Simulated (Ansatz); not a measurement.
`N#[C][InH2]` + H₂O → `[OH][InH2]` + `C#N` at 298.15 K and 1 bar (formal hydrolysis of the In–C bond).

Gas-phase electronic energies from Ansatz, PBE0-D4/def2-TZVP geometries. CCSD(T)/CBS is the MP2 limit (def2-TZVPP, def2-QZVPP) plus CCSD(T) − MP2 in def2-TZVPP, frozen cores. This one scheme is used for every species. Elements past krypton have def2 core potentials. For In outer-core shells are correlated without core-valence functions, which leaves a few kJ/mol of doubt a bond.

```
      species  CCSD(T)/CBS energy (Eh)  H − E (kJ/mol)  S (J/(mol·K))
`N#[C][InH2]`               -283.72690            65.9          293.5
          H₂O                -76.37941            66.4          188.7
 `[OH][InH2]`               -266.78179            78.4          275.9
        `C#N`                -93.32098            52.4          201.2
```

H − E and S are ideal-gas, rigid-rotor, harmonic terms from PBE0-D4/def2-TZVP. 1 Eh = 2625.50 kJ/mol, R = 8.31446 J/(mol·K).

Q: By hand: ΔE, ΔH, ΔS and ΔG.

A: ΔE = (-266.78179) + (-93.32098) − (-283.72690) − (-76.37941) = 0.00354 Eh = 9.3 kJ/mol. Δ(H − E) = 78.4 + 52.4 − 65.9 − 66.4 = -1.5, so ΔH = 7.8 kJ/mol. ΔS = 275.9 + 201.2 − 293.5 − 188.7 = -5.1 J/(mol·K). ΔG = 7.8 − 298.15 × (-5.1)/1000 = 9.3 kJ/mol.

Q: By hand: the equilibrium constant, and the temperature at which ΔG would vanish if ΔH and ΔS stayed fixed.

A: log₁₀ K = −ΔG/(RT ln 10) = -1.6. ΔH and −TΔS have one sign here, so there is no such temperature. One of them is within its doubt of zero, so this could turn.

The number of gas molecules stays the same, so ΔS is small and ΔH decides. A doubt of 5 kJ/mol in ΔE shifts log₁₀ K by 0.9 here. These are equilibria of isolated gas molecules and say nothing of rates. Largest T1 diagnostic: 0.017 (customary marks: 0.02 for closed shells, 0.045 for open ones).
